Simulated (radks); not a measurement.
Values are calculated unless marked as measured or tabulated.
Effect of the nuclear size on the neodymium ion Nd2+, [Xe] 4f4. Code: a radial shooting solver on a logarithmic mesh with Libxc functionals. Model: Dirac Kohn-Sham, relativistic LDA (MacDonald-Vosko exchange, VWN5 correlation), spin-unpolarised, spherical densities, finite nucleus; open shells fill j = l - 1/2 first; Fermi nuclear charge, rms radius 4.9123 fm. The rms radius is varied about that value; shifts are against it.

| rms radius (fm) | total energy shift (eV) | density at nucleus (e/bohr^3) | 1s1/2 shift (meV) | 2s1/2 shift (meV) | 4p1/2 shift (meV) | 5s1/2 shift (meV) | 5p1/2 shift (meV) | 4f5/2 shift (meV) | 6s1/2 (empty) shift (meV) |
|---|---|---|---|---|---|---|---|---|---|
| 4.2098 | -3.41 | 4.635e+05 | -1410 | -175 | 0.294 | -1.40 | 0.065 | 0.181 | -0.236 |
| 4.6274 | -1.43 | 4.539e+05 | -591 | -73.6 | 0.123 | -0.587 | 0.027 | 0.076 | -0.099 |
| 4.9123 | 0 | 4.479e+05 | 0.000 | 0.000 | 0.000 | 0.000 | 0.000 | 0.000 | 0.000 |
| 5.1727 | 1.37 | 4.428e+05 | 564 | 70.3 | -0.118 | 0.560 | -0.026 | -0.073 | 0.095 |
| 5.8456 | 5.16 | 4.309e+05 | 2130 | 265 | -0.443 | 2.11 | -0.098 | -0.274 | 0.357 |

Slopes of the eigenvalues against <r^2> in GHz/fm^2, as finite differences over the two radii next to the reference (eigenvalue slopes, not the field-shift constants of lines): 1s1/2 52300, 2s1/2 6510, 4p1/2 -10.9, 5s1/2 51.9, 5p1/2 -2.42, 4f5/2 -6.74, 6s1/2 (empty) 8.78.
